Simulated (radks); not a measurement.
The numbers below are computed, except where a source is named.
The osmium ion Os8+ is in [Xe] 4f14. Code: a radial shooting solver on a logarithmic mesh with Libxc functionals. Model: scalar-relativistic Kohn-Sham, PBE, spin-polarised, spherical densities, finite nucleus; Fermi nuclear charge, rms radius of each element as measured or else 0.836 A^(1/3) + 0.57 fm. Open shells are filled with parallel spins first. One electron is removed from 4f, 5s, 4d, 5p in turn, with full relaxation. Which removal costs least, and what does each cost?

Answer. 5p 171.85 eV; 4f 185.46 eV; 5s 216.26 eV; 4d 407.36 eV. The 5p electron leaves first.
